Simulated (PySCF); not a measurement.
B(Br)(Me)(NH2) (CH₅BBrN), SMILES BrB(N)C. Atoms are numbered in the order given.

```xyz
9

B      0.0853    -0.9500     0.0000
Br    -0.0437     1.0111     0.0000
C     -1.2378    -1.7950     0.0000
H     -1.8520    -1.5467     0.8817
H     -1.0566    -2.8823     0.0000
H     -1.8520    -1.5467    -0.8817
N      1.3651    -1.4949     0.0000
H      1.5261    -2.4957     0.0000
H      2.2084    -0.9336     0.0000
```

Coordinates come from a B3LYP-D3(BJ)/def2-SVP optimisation. This is a generated structure with no PubChem entry under its InChIKey; it may be hypothetical. The values are those of a single conformer.

Calculation: PySCF with PBE/def2-TZVP.

Gas-phase values at a fixed geometry.

Question: Estimate the frontier levels, gap, dipole moment and polarisability. (Estimate from the structure and the level; the computed values follow.)

Answer: 
```yaml
highest_occupied_level: -6.58 eV
lowest_empty_level: -0.52 eV
orbital_gap: 6.06 eV
dipole_moment: 2.79 D
quadrupole, principal values (traceless, Buckingham form, about the centre of nuclear charge): -5.17, -1.23, 6.40 D·Å
mean_static_polarisability: 56.1 bohr³ (8.31 Å³)
polarisability_principal_values: 43.0, 57.5, 67.8 bohr³
```
